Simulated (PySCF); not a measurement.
A side-by-side comparison of computed properties.

First species: C4H9ClO2Si2.
Numbering: `[O:1]=[C:2]([OH:3])[CH2:4]/[CH:5]=[C:6](\[Cl:7])[SiH2:8][SiH3:9]` (hydrogens: H10 on O3; H11, H12 on C4; H13 on C5; H14, H15 on Si8; H16, H17, H18 on Si9)

Second species: C₆H₁₃FOSi₂.
Atom-mapped SMILES: `[CH3:1][SiH2:2][C:3](=[O:4])[C@@H:5]1[CH2:6][CH2:7][SiH2:8][C@H:9]1[F:10]` (hydrogens: H11, H12, H13 on C1; H14, H15 on Si2; H16 on C5; H17, H18 on C6; H19, H20 on C7; H21, H22 on Si8; H23 on C9)

Levels: PBE0/pcSseg-1 for HOMO energy, LUMO energy and HOMO–LUMO gap. Geometries: GFN2-xTB. All species are isolated and taken at one optimised geometry, non-relativistic unless stated. Electronic properties by PySCF.

Dipoles, sizes and rotational constants follow the conformer. The torsions of the flexible species, by atom-mapped SMILES:
- `[O:1]=[C:2]([OH:3])[CH2:4]/[CH:5]=[C:6](\[Cl:7])[SiH2:8][SiH3:9]`: O1–C2–C4–C5 0°, C2–C4–C5–C6 113°, C5–C6–Si8–Si9 108°, H–O3–C2–O1 0°

The conformers of `C[SiH2]C(=O)[C@@H]1CC[SiH2][C@H]1F` aren't listed.

```csv
property,column X,column Y
HOMO energy,-6.98 eV,-7.49 eV
LUMO energy,-1.48 eV,-0.66 eV
HOMO–LUMO gap,5.50 eV,6.83 eV
```

Which column belongs to which species?

Column X is the second species and column Y the first. The first has 18 atoms and 94 electrons, the second 23 and 94.

How does each property change from the first species to the second?

HOMO energy +0.51 eV; LUMO energy -0.82 eV; HOMO–LUMO gap -1.33 eV.

